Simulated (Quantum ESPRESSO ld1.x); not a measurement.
The numbers below are computed, except where a source is named.
The lutetium ion Lu+, 70 electrons, occupied as [Xe] 4f14 6s1 5f1 (not the ground configuration). Code: ld1.x of Quantum ESPRESSO 7.5. Model: Dirac Kohn-Sham, PBE, spin-unpolarised, spherical densities, point nucleus; open shells are shared between the two j in proportion to 2j + 1.

Unscreened Slater integrals over Kohn-Sham orbitals (cm^-1). Large and small components are both included.

integral,value
"F0(5f7/2,5f7/2)",24051
"F2(5f7/2,5f7/2)",13068
"F4(5f7/2,5f7/2)",8643.7
"F6(5f7/2,5f7/2)",6368.6
"F0(5f7/2,5f5/2)",24067
"F2(5f7/2,5f5/2)",13071
"F4(5f7/2,5f5/2)",8643.9
"G2(5f7/2,5f5/2)",13071
"G4(5f7/2,5f5/2)",8643.8
"G6(5f7/2,5f5/2)",6368.1
"F0(5f7/2,6s1/2)",30133
"G3(5f7/2,6s1/2)",3125.3
"F0(5f7/2,4f7/2)",30759
"F2(5f7/2,4f7/2)",825.70
"F4(5f7/2,4f7/2)",179.00
"F6(5f7/2,4f7/2)",99.305
"G0(5f7/2,4f7/2)",196.98
"G2(5f7/2,4f7/2)",163.61
"G4(5f7/2,4f7/2)",111.28
"G6(5f7/2,4f7/2)",82.002
"F0(5f7/2,4f5/2)",30762
"F2(5f7/2,4f5/2)",798.36
"F4(5f7/2,4f5/2)",173.15
"G2(5f7/2,4f5/2)",161.86
"G4(5f7/2,4f5/2)",109.82
"G6(5f7/2,4f5/2)",80.895
"F0(5f5/2,5f5/2)",24082
"F2(5f5/2,5f5/2)",13074
"F4(5f5/2,5f5/2)",8644.2
"F0(5f5/2,6s1/2)",30182
"G3(5f5/2,6s1/2)",3160.4
"F0(5f5/2,4f7/2)",30794
"F2(5f5/2,4f7/2)",816.24
"F4(5f5/2,4f7/2)",170.25
"G2(5f5/2,4f7/2)",148.06
"G4(5f5/2,4f7/2)",101.19
"G6(5f5/2,4f7/2)",74.671
"F0(5f5/2,4f5/2)",30797
"F2(5f5/2,4f5/2)",788.40
"F4(5f5/2,4f5/2)",164.12
"G0(5f5/2,4f5/2)",175.50
"G2(5f5/2,4f5/2)",146.84
"G4(5f5/2,4f5/2)",100.09
"F0(6s1/2,6s1/2)",63755
"F0(6s1/2,4f7/2)",83168
"G3(6s1/2,4f7/2)",3144.0
"F0(6s1/2,4f5/2)",83270
"G3(6s1/2,4f5/2)",3048.1
"F0(4f7/2,4f7/2)",283480
"F2(4f7/2,4f7/2)",132570
"F4(4f7/2,4f7/2)",82764
"F6(4f7/2,4f7/2)",59430
"F0(4f7/2,4f5/2)",286170
"F2(4f7/2,4f5/2)",133980
"F4(4f7/2,4f5/2)",83673
"G2(4f7/2,4f5/2)",133550
"G4(4f7/2,4f5/2)",83423
"G6(4f7/2,4f5/2)",59915
"F0(4f5/2,4f5/2)",288920
"F2(4f5/2,4f5/2)",135440
"F4(4f5/2,4f5/2)",84625
